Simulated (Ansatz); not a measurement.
Total energies of CH$_{4}$FGeS, SMILES `[CH3][Ge]([F])[SH]` radical.

Z-matrix (Å, degrees):
```
C
Ge 1 1.960
H 1 1.090 2 109.8
H 1 1.092 2 107.7 3 119.9
H 1 1.089 2 109.7 3 -120.7
F 2 1.755 1 105.9 3 -172.3
S 2 2.229 1 108.3 3 -57.5
H 7 1.343 2 93.5 1 -166.8
```

Charge 0, multiplicity 2. Correlated methods include outer-core shells of Ge, which these sets cover unevenly. Scalar relativity is left out up to krypton. The geometry is a stationary point of PBE0-D4/def2-TZVP. It is one conformer, not always the lowest. Basis def2-TZVPP, Ansatz 0.2.0.

RPA on PBE orbitals: Hartree–Fock energy of these orbitals -2612.58796 Eh, correlation -1.34200 Eh (frozen core).

| functional | energy without D4 (Eh) | D4 term (kJ/mol) |
| --- | --- | --- |
| CAM-B3LYP | -2615.75186 | -14.4 |
| PBE-QIDH | -2614.69103 | – |

Problem. Give the same for LDA (SPW92), PBE, revPBE, BLYP, r2SCAN, B97M-V, PBE0, B3LYP, r2SCANh, r2SCAN0, HSE06 (plane-wave form), BHLYP, LC-ωPBE, ωB97X-V, ωB97M-V, B2PLYP. (An estimate is asked.)

Solution. The calculation gave: 
```tsv
functional	energy without D4 (Eh)	D4 term (kJ/mol)
LDA (SPW92)	-2610.11632	–
PBE	-2615.03203	-16.5
revPBE	-2615.39089	-45.7
BLYP	-2615.69321	-35.8
r2SCAN	-2615.56960	-3.8
B97M-V	-2615.14195	–
PBE0	-2615.12273	-14.0
B3LYP	-2615.73563	-26.9
r2SCANh	-2615.55215	-4.1
r2SCAN0	-2615.52757	-4.6
HSE06 (plane-wave form)	-2615.10963	-13.1
BHLYP	-2615.58217	-22.4
LC-ωPBE	-2615.19984	–
ωB97X-V	-2615.36808	–
ωB97M-V	-2615.47908	–
B2PLYP	-2615.08147	–
```

B3LYP takes the VWN-RPA correlation (the form of Gaussian; ORCA's B3LYP/G). HSE06 is the plane-wave form, built on full-range PBE exchange. The double hybrids freeze the cores in their second-order part.

LC-ωPBE has ω = 0.4 bohr⁻¹.
